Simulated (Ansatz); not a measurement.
BH$_{3}$SZn, SMILES `B[S][ZnH]`, charge 0, multiplicity 1.

Question: Give a relaxed structure at PBE0-D4/def2-TZVP (Ansatz 0.2.0). (Best estimate.)

Answer: Ansatz gave: 
Cartesian coordinates in Å:
```
B -1.010 -0.024 0.602
S -0.038 -1.469 0.255
Zn 1.390 -0.186 -0.793
H -2.025 -0.143 1.220
H -0.676 1.073 0.232
H 2.359 0.750 -1.516
```
Point group Cs.
